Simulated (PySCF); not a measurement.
Ligand exchange on a metal centre used in film growth or etching (Zn Cl-NH2). Gas-phase values, no solvent. One relaxed conformer stands for each flexible species; it need not be the lowest.

The charge on the central atom (meta-Löwdin) from two functionals at the same geometries (PBE-D3(BJ)/def2-SVP), both in PySCF: PBE-D3(BJ)/def2-TZVP and TPSSh-D3(BJ)/def2-TZVP. 

```json
[
 {"species": "0 of 2 Cl replaced by NH2 ([Zn(Cl)2])", "PBE-D3(BJ)/def2-TZVP (e)": "1.19", "TPSSh-D3(BJ)/def2-TZVP (e)": "1.23"},
 {"species": "1 of 2 Cl replaced by NH2 ([Zn(Cl)(NH2)])", "PBE-D3(BJ)/def2-TZVP (e)": "1.12", "TPSSh-D3(BJ)/def2-TZVP (e)": "1.17"},
 {"species": "2 of 2 Cl replaced by NH2", "PBE-D3(BJ)/def2-TZVP (e)": "1.07", "TPSSh-D3(BJ)/def2-TZVP (e)": "1.12"}
]
```

Over these rows, drawn at random from the members with no instability flagged (it was tested for open shells, ions and some series alone), PBE minus TPSSh-D3(BJ): mean -0.05 e, from -0.05 e to -0.04 e.
